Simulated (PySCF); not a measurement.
ClH2Si, SMILES [SiH2]Cl (connectivity only; charge and spin as stated), charge +1, multiplicity 1. Geometry: B3LYP-D3(BJ)/def2-TZVP. The multiplicity is an assumed one; other spin states were not compared. The isomer is the one that the SMILES or the coordinates give; other isomers of the formula were not compared.

PySCF with TDDFT-B3LYP/def2-TZVPD puts the lowest singlet excitations at 4.63, 6.17, 6.68, 6.94, 7.58, 8.24 eV.

### Question
What are the lowest excitation roots from PySCF with ADC(2)/aug-cc-pVDZ? (The exact figures need the calculation; the answer reports its results.)

### Answer
5.08, 6.44, 7.47, 7.52, 8.25, 8.95 eV. S1 differs by 0.45 eV (second minus first; roots are paired by order, and the bases may differ).
